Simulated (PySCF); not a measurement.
**Al (aluminium, neutral): UHF calculation**

Configuration: [Ne] 3s2 3d1, 2D determinant (an excited configuration). All numbers are calculated (PySCF 2.14, the non-relativistic Hamiltonian (point nucleus), in aug-cc-pV(Q+d)Z with one added diffuse shell each of s, p, d, f, g type (8s7p6d4f3g, 114 functions)).

| Property | Result |
| --- | --- |
| Total energy | -241.732281 hartree |
| One-electron energy | -334.3628 hartree |
| Hartree (Coulomb) energy | 110.5722 hartree |
| Exchange energy | -17.9416 hartree |
| Kinetic energy | 241.70947 hartree |
| ⟨S²⟩ | 0.7501 |
| ⟨L²⟩ | 6.000 |
| Sum of ⟨r⟩ | 19.63 bohr |
| Sum of ⟨r²⟩ | 126.0 bohr² |
| Traceless quadrupole moment −½Σ⟨3z² − r²⟩ along its main axis | 30.9 e·bohr² |
| Density at the nucleus (Gaussians lack the cusp) | 1390 bohr⁻³ |
| Spin density at the nucleus | -0.0210 bohr⁻³ |
| Langevin diamagnetic susceptibility | -99.8 ×10⁻⁶ cm³/mol |

| shell | electrons | mean orbital energy (hartree) | spread (hartree) | rms radius, mean of both spins (bohr) |
| --- | --- | --- | --- | --- |
| 1s β | 1 | -58.69206 | 0 | 0.139 |
| 1s α | 1 | -58.69198 | 0 | 0.139 |
| 2s β | 1 | -5.09600 | 0 | 0.677 |
| 2s α | 1 | -5.09585 | 0 | 0.677 |
| 2p β | 3 | -3.40115 | 0.00015 | 0.675 |
| 2p α | 3 | -3.40111 | 0.00013 | 0.675 |
| 3s α | 1 | -0.53110 | 0 | 2.62 |
| 3s β | 1 | -0.53002 | 0 | 2.62 |
| 3d α | 1 | -0.05799 | 0 | 10.4 |

The outer electron is Rydberg-like, and this basis confines it to a smaller radius and binds it less than a complete one would.

Spin-orbit constants ζ (cm⁻¹) from the X2C one-electron operator on these orbitals (non-relativistic here): bare nucleus, nucleus screened by l(l+1)(2l+1)/3 electrons, and screened by the Breit-Pauli mean field of the electrons.

| shell | bare | screened nucleus | mean field |
| --- | --- | --- | --- |
| 2p | 2633 | 2228 | 2044 |
| 3d | 0.3383 | 0.07806 | 0.02038 |

To first order the Landé constant is A = 0.02038 cm⁻¹, so the lowest level has J = 3/2 and lies 3.79e-06 eV below the centre of the term.
